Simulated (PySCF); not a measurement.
# C₆ coefficients of unlike pairs at PBE0

Calculated with PySCF 2.14 from the dipole response of each species, C₆(A,B) = (3/π) ∫ α_A(iu) α_B(iu) du, in atomic units, from isotropic polarisabilities. For ions this is the dispersion term alone; charge-induced terms of lower order in 1/R come first.

| species | configuration | basis | relativity | α (bohr³) | C₆ (like pair) |
| --- | --- | --- | --- | --- | --- |
| Bi | [Xe] 4f14 5d10 6s2 6p3 (4S) | aug-cc-pV5Z-PP with ECP60MDF (8s8p6d4f3g2h) | core potential | 52.58 | 632.8 |
| Au⁺ | [Xe] 4f14 5d10 (1S) | def2-QZVPPD with the def2 core potential (60 electrons) (7s5p4d4f2g) | core potential | 13.50 | 100.3 |
| P²⁺ | [Ne] 3s2 3p1 (2P) | aug-cc-pwCVDZ (6s5p3d) | none | 9.293 | 33.74 |
| Ne²⁺ | [He] 2s2 2p4 (3P) | dyall-acv3z (15s9p4d2f) | spin-free X2C | 0.8526 | 1.078 |

Estimate C₆ for Ne²⁺ with Bi.

The integral gives 19.62. The combination rule 2 C_A C_B / (C_A α_B/α_A + C_B α_A/α_B) gives 17.78 and the geometric mean 26.11.

No spin-orbit coupling is included, so Bi, close to jj coupling, stand for model states.

The other pairs:

```json
{"pair": "P²⁺, Bi", "C₆": "143.1"}
{"pair": "Ne²⁺, Au⁺", "C₆": "9.640"}
{"pair": "Au⁺, Bi", "C₆": "233.9"}
{"pair": "Ne²⁺, P²⁺", "C₆": "4.934"}
{"pair": "P²⁺, Au⁺", "C₆": "56.50"}
```
